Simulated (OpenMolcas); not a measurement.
A calculation on Ti II.

```json
{
 "Program": "OpenMolcas",
 "Method": "RASSCF",
 "Basis": "ANO-RCC-VTZP [6s5p3d2f1g]",
 "Scalar Hamiltonian": "DKH2, point nucleus",
 "Active space": "3 electrons in 9 orbitals (RAS2 3d 4s; RAS3 4p, at most 2 electrons)",
 "State averaging": "2S+1 = 4 even, 20 roots; 2S+1 = 2 even, 70 roots kept (CI in the orbitals of an earlier block); 2S+1 = 4 odd, 45 roots; 2S+1 = 2 odd, 77 roots kept (CI in the orbitals of an earlier block)",
 "Spin-orbit coupling": "RASSI with atomic mean-field integrals over the reference wave functions, term energies averaged over their components"
}
```

Question: Which level of the active space comes out lowest?

Answer: 3d2 4s 4F 3/2, with 100 % of that term; it is also the measured ground level.

Question: How high does 3d3 4F 9/2 lie?

Answer: 0.5101 eV above the lowest level; measured 0.1507 eV above the ground level, so the calculation is off by +238 %.

Question: How high does 3d3 4F 3/2 lie?

Answer: 0.4636 eV above the lowest level; measured 0.1126 eV above the ground level, so the calculation is off by +312 %.

Question: How high does 3d2 4s 4F 9/2 lie?

Answer: 0.0465 eV above the lowest level; measured 0.0488 eV above the ground level, so the calculation is off by -5 %.

Question: The level at 1.3925 eV has J = 5/2. What is it made of, and what is its g factor?

Answer: 95 % 3d2 4s 2D 5/2, 5 % 3d2 4s 4P; g = 1.220, against 1.200 from Landé's formula for the pure leading term.

Measured values: NIST Handbook of Basic Atomic Spectroscopic Data.

Without dynamic correlation excited terms often stand tens of per cent too high (terms of higher spin than the ground term too low), and those without a measured partner can miss by more than the paired ones. Terms from blocks run as CI alone lack orbitals of their own. Configurations are named by rounded mean occupations; where the s occupation lies near a half they are strongly mixed, a name can repeat and a true partner stay unpaired. A single d shell beside an s shell can misplace configurations of different d count against each other. Computed and measured levels are paired by configuration, term and J; levels that our copy of the source lacks, or whose pairing is in doubt (as where it misses far off the trend of its configuration), stay unpaired and out of the deviations. Only configurations of the active space appear.
